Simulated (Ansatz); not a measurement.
Isomers of Si6Mo⁻ (doublet), found by a short tight-binding search and relaxed with PBE-D4/def2-SVPD in Ansatz.

In the def2 sets Mo takes a core potential; there is no spin–orbit coupling. Correlated methods freeze 30 core orbitals; core or outer-core shells of Mo are correlated, in sets that lack core-valence functions.

Run but left out: HF/def2-TZVPD, PBE-QIDH/def2-TZVPD, MP2/def2-TZVPD (A: ⟨S²⟩ 1.01 to 1.79, where a pure state has 0.75).

B: At r2SCAN0-D4/def2-TZVPD the charge -1 doublet is spin-contaminated (final ⟨S²⟩ up to 1.01, 0.75 for a pure state).

Other spin states weren't relaxed.

A:

| atom | x (Å) | y (Å) | z (Å) |
| --- | --- | --- | --- |
| Mo1 | -0.848 | -0.202 | 0.689 |
| Si2 | -0.568 | 1.654 | -1.217 |
| Si3 | 1.693 | 0.451 | 1.212 |
| Si4 | 0.005 | 2.058 | 1.014 |
| Si5 | -1.555 | -0.425 | -1.633 |
| Si6 | 0.298 | -1.767 | -1.152 |
| Si7 | 0.975 | -1.770 | 1.086 |

B:

Cartesian coordinates in Å:
```
Mo 1.344 0.264 -0.403
Si 2.028 0.561 1.876
Si -0.786 -0.857 0.314
Si -0.538 -0.144 -2.045
Si -2.633 0.135 -0.702
Si -0.727 1.644 -0.158
Si 1.312 -1.603 1.119
```

Question: Estimate their order by electronic energy at RPA@PBE/def2-TZVPD, counted from the lowest.

Answer: A (0.0) < B (25.3), in kcal/mol.

Question: Do the other levels pick the same lowest one?

Answer: All that were run do. Energies above each level's lowest (kcal/mol):

| level | A | B |
| --- | --- | --- |
| PBE-D4/def2-TZVPD | 0.0 | 29.4 |
| r2SCAN-D4/def2-TZVPD | 0.0 | 29.6 |
| PBE0-D4/def2-TZVPD | 0.0 | 31.5 |
| r2SCAN0-D4/def2-TZVPD | 0.0 | 30.5 |
| RPA@PBE/def2-TZVPD | 0.0 | 25.3 |
Point groups (tolerance 0.1 Å): A C3v, B not assigned. Lower isomers may exist.
